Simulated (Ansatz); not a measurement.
Isolated molecules relaxed with PBE0-D4/def2-TZVP in Ansatz; ΔE leaves out vibrations. CBS: MP2 limit from def2 TZ/QZ plus the TZ coupled-cluster correction, frozen cores. DFT in def2-TZVPP. One conformer a species, not always the lowest.

Consider the cleavage of the B–Si bond: `F[Si](F)(F)BCl` + ethylmethylamine → `CCN(C)BCl` + `F[SiH](F)F`.

Task: Is it downhill or uphill in electronic energy at CCSD(T)/CBS, and by how much? (Estimate.)

Result: The calculation gave: Downhill: ΔE = -1.89 eV.

Task: What do these levels give: r2SCAN-D4, ωB97X-V, PBE0, HF/def2-TZVPP, CCSD(T)/def2-TZVPP, HF/CBS(def2)? (An estimate is asked.)

Result: Computed: r2SCAN-D4 -1.85, ωB97X-V -1.81, PBE0 -1.76, HF/def2-TZVPP -1.78, CCSD(T)/def2-TZVPP -1.90, HF/CBS(def2) -1.79 eV.

Largest T1 diagnostic among the species: 0.013.

From PBE to PBE0 (25 % exact exchange), in def2-TZVPP and without D4, ΔE moves by −0.04 eV. The D4 term adds −0.06 eV with B3LYP and −0.04 eV with PBE0; it sums over pairs of atoms, weighted by their polarisabilities, and B3LYP, whose exchange is more repulsive, gets the larger term.

B3LYP here is the variant with VWN-RPA as its local correlation; programs differ in this.
